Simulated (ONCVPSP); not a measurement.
## Pseudopotential generation for iridium: ONCV, PBE, fully relativistic.

- Element: iridium (Ir)
- Generator: ONCVPSP 4.0.1
- Type: optimised norm-conserving Vanderbilt (ONCV)
- Functional: PBE
- Relativity: fully relativistic
- Frozen core: [Kr] 4d10 4f14
- Valence charge: 17
- Reference configuration: 5s2 5p6 5d7 6s2
- Partial waves: 5s+6s: rc 1.55 bohr, ncon 4, nbas 9, qcut 9.1 1/bohr, 3 projectors, debl 2 Ha; 5p: rc 1.10 bohr, ncon 4, nbas 7, qcut 6.1 1/bohr, 2 projectors, debl 3.9 Ha; 5d: rc 1.45 bohr, ncon 3, nbas 7, qcut 6.9 1/bohr, 2 projectors, debl 2.1 Ha
- Local potential: polynomial inside 0.85 bohr (lpopt 2, dvloc0 0 Ha)
- Core correction: Teter function fitted to the true core (icmod 2), fcfact 0.45

Open shells are filled in proportion to 2j + 1.

All-electron outer shells of the reference configuration (PBE, scalar-relativistic, ld1.x):

| shell | level (eV) | outermost node (bohr) | outermost maximum (bohr) |
| --- | --- | --- | --- |
| 5s | -97.99 | 0.50 | 0.89 |
| 4f | -62.19 | – | 0.39 |
| 5p | -54.70 | 0.54 | 1.01 |
| 5d | -7.15 | 0.59 | 1.29 |
| 6s | -6.33 | 1.17 | 2.38 |

Task: Does the generator finish with these settings?

Result: Yes, a potential is produced and its reference levels are reproduced.

Task: Estimate the cutoffs (Ha) at which the residual kinetic energy of the hardest occupied pseudo-wave falls to 1 and 0.1 mHa per electron.

Result: 113 Ha and 132 Ha.

Task: What does a ghost test show?

Result: No bound ghost flagged; GHOST(+) flagged for s at 316.4 eV.

Task: Which valence shell sets the plane-wave cutoff?

Result: 5p: 113 Ha for 1 mHa per electron, against 28 Ha for 5s.

Task: Tests: 5s2 5p6 5d7 6s1; 5s2 5p6 5d7 6s0; 5s2 5p6 5d6 6s0; 5s2 5p6 5d6 6s2 6p1. Which has the largest error in its energy relative to the reference configuration, and how large is it?

Result: 5s2 5p6 5d6 6s0, with +3.0 meV (all-electron minus pseudo) on +57.90 eV.
